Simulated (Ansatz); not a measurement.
Cost and result for the atomization energy of `CN[BH][SnH3]` (12 atoms, 11 bonds).

```xyz
12

C    -0.209   -1.414    1.705
N    -0.129   -0.734    0.429
B     0.133    0.607    0.224
Sn    0.203    1.421   -1.868
H     0.537   -2.211    1.777
H    -1.198   -1.857    1.856
H    -0.026   -0.695    2.502
H    -0.288   -1.343   -0.361
H     0.317    1.299    1.185
H    -0.969    2.636   -2.157
H     1.717    2.112   -2.272
H    -0.089    0.179   -3.021
```

The species carries charge 0 and has multiplicity 1. Correlated methods include outer-core shells of Sn, which these sets cover unevenly. Sn: def2 effective core potential. All single points use the PBE0-D4/def2-TZVP geometry. It is one conformer, not always the lowest. Program: Ansatz. All runs use 4 threads of an Arm Neoverse V2 on a shared host. Times are those of one run each, without the atoms' runs, and a repeat can differ threefold. Electronic energies, without spin–orbit coupling; frozen cores. CCSD(T)/CBS adds CCSD(T) − MP2 in def2-TZVPP to the MP2 limit, and its time is that of the two runs behind it. T1 = 0.014. With those shells the extrapolation isn't a true limit. HSE06 is the plane-wave form, built on full-range PBE exchange.

CCSD(T)/CBS is a level of theory with its own doubt, some kJ/mol a heavy atom from the limit and from the frozen cores, so smaller differences don't rank the functionals.

| level | functions | wall time |
| --- | --- | --- |
| LDA (SPW92)/def2-TZVPP | 255 | 1.2 s |
| PBE-D4/def2-TZVPP (with forces) | 255 | 2.6 s |
| PBE0-D4/def2-TZVPP | 255 | 2.8 s |
| BHLYP-D4/def2-TZVPP | 255 | 3 s |
| HSE06-D4/def2-TZVPP | 255 | 3.1 s |
| CAM-B3LYP-D4/def2-TZVPP | 255 | 3.1 s |
| r2SCAN-D4/def2-TZVPP (with forces) | 255 | 4.8 s |
| B2PLYP/def2-TZVPP | 255 | 5.5 s |
| PBE-QIDH/def2-TZVPP | 255 | 6 s |
| CCSD(T)/def2-SVP | 108 | 7.5 s |
| MP2/def2-QZVPP | 493 | 23 s |
| CCSD(T)/def2-TZVPP | 255 | 3.6 min |
| CCSD(T)/CBS(def2) | – | 4 min |

Q: What atomization energy does each give, and how far from CCSD(T)/CBS? (An estimate is asked.)

A: Ansatz gave: 
```
                             level  atomization (kcal/mol)  difference from CCSD(T)/CBS  per bond
            LDA (SPW92)/def2-TZVPP                  1064.7                        126.6      11.5
   PBE-D4/def2-TZVPP (with forces)                   947.8                          9.7       0.9
                PBE0-D4/def2-TZVPP                   936.6                         -1.5      -0.1
               BHLYP-D4/def2-TZVPP                   920.3                        -17.8      -1.6
               HSE06-D4/def2-TZVPP                   936.9                         -1.2      -0.1
           CAM-B3LYP-D4/def2-TZVPP                   945.6                          7.5       0.7
r2SCAN-D4/def2-TZVPP (with forces)                   936.5                         -1.6      -0.1
                 B2PLYP/def2-TZVPP                   927.3                        -10.8      -1.0
               PBE-QIDH/def2-TZVPP                   928.7                         -9.4      -0.9
                  CCSD(T)/def2-SVP                   887.8                        -50.3      -4.6
                    MP2/def2-QZVPP                   926.8                        -11.3      -1.0
                CCSD(T)/def2-TZVPP                   916.1                        -22.0      -2.0
                 CCSD(T)/CBS(def2)                   938.1                          0.0       0.0
```

The D4 term adds +8.0 kcal/mol with B3LYP and +4.2 kcal/mol with PBE0; it sums over pairs of atoms, weighted by their polarisabilities, and B3LYP, whose exchange is more repulsive, gets the larger term. From BLYP to BHLYP (50 % exact exchange), in def2-TZVPP and without D4, the atomization energy moves by −10.3 kcal/mol: exact exchange takes away binding that semilocal exchange gives to molecules. Leaving LDA and LC-ωPBE aside and taking each functional with its dispersion term where it has one, the values spread over 27.5 kcal/mol, from BHLYP-D4 to PBE-D4. LDA lies +121.9 kcal/mol from PBE without D4, its usual overbinding.

B3LYP here is the variant with VWN-RPA as its local correlation; programs differ in this.

Spin–orbit coupling would lower the free Sn atoms strongly, and the atomization energy with them, by more than many differences here. For some Ge, Se and Sn compounds the MP2-based and the directly extrapolated limit differ by 10 to 25 kJ/mol.
